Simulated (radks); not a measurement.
Problem. Species: the silicon ion Si0.5+. Configuration: [Ne] 3s2 3p(up 1.5, down 0) (fractional occupations, a model configuration). All-electron calculation, scalar-relativistic Kohn-Sham, BLYP, spin-polarised, spherical densities, finite nucleus; Fermi nuclear charge, rms radius 3.1224 fm. Program: a radial shooting solver on a logarithmic mesh with Libxc functionals. Some entries of the table are withheld. Estimate them.

orbital,occ.,eigenvalue (eV),<r> (bohr)
1s up,1,-1791.582,0.1113
1s down,1,-1791.451,0.1113
2s up,1,(1),0.5685
2s down,1,(2),0.5686
2p up,3,-99.9158,0.5378
2p down,3,-99.7347,0.5377
3s up,1,-15.0504,(3)
3s down,1,-13.8234,(4)
3p up,1.5,-7.9449,2.580

Solution. 
(1) 2s up eigenvalue (eV): -143.6246
(2) 2s down eigenvalue (eV): -143.4904
(3) 3s up <r> (bohr): 2.100
(4) 3s down <r> (bohr): 2.112
